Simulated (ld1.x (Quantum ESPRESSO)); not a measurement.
# Pb (Z = 82), TM: configuration errors across variants

| Item | Value |
| --- | --- |
| Element | lead |
| Generator | ld1.x (Quantum ESPRESSO) 7.5 |
| Type | norm-conserving Troullier–Martins (Kleinman–Bylander form) |
| Functional | PBEsol |
| Relativity | scalar-relativistic |
| Frozen core | [Xe] 4f14 5d10 |
| Valence charge | 4 |
| Reference configuration | 6s2 6p1 (charge +1) |
| Partial waves | 6p (bound): rc 2.75 bohr; 6s (bound): rc 1.45 bohr |
| Local potential | the s channel |
| Core correction | none |

All-electron excitation energies from the reference (eV): (1) 6s2 6p2 -6.598; (2) 6s2 6p0 13.447; (3) 6s1 6p0 45.926; (4) 6s1 6p3 2.173; (5) 6s0 6p4 11.308; (6) 6s2 6p1.5 -4.095; (7) 6s2 6p2.3 -7.402.

4 further variants failed, have other tests or too few solved ones, and are left out.

A true bound ghost makes a file unfit for plane-wave use even where its test errors are small: the radial tests pick states by their node count and pass the ghost by.

Errors AE − PS in meV (a dash: test not solved or not reliable):

| change | (1) | (2) | (3) | (4) | (5) | (6) | (7) | bound ghosts |
| --- | --- | --- | --- | --- | --- | --- | --- | --- |
| base | +13 | +34 | +155 | +52 | +191 | +5.3 | +18 | d |
| local potential the p channel | +12 | +25 | +96 | +52 | +194 | +4.7 | +16 | d |
| core correction a·sin(br)/r model core inside 1.40 bohr | -11 | -50 | -414 | -34 | -185 | -2.9 | -15 | d |
| wave 6p (bound): rc 2.75 bohr becomes 6p (bound): rc 3.30 bohr | +12 | +28 | +129 | +66 | +253 | +4.9 | +17 | d |
| all radii scaled by about 1.16 (s 1.68, p 3.18 bohr) | +9.9 | +17 | +87 | +54 | +157 | +4.0 | +14 | d |

Give the same row for: all radii scaled by about 1.07 (s 1.56, p 2.94 bohr).

+11, +26, +110, +53, +162, +4.6, +16; bound ghosts: d.
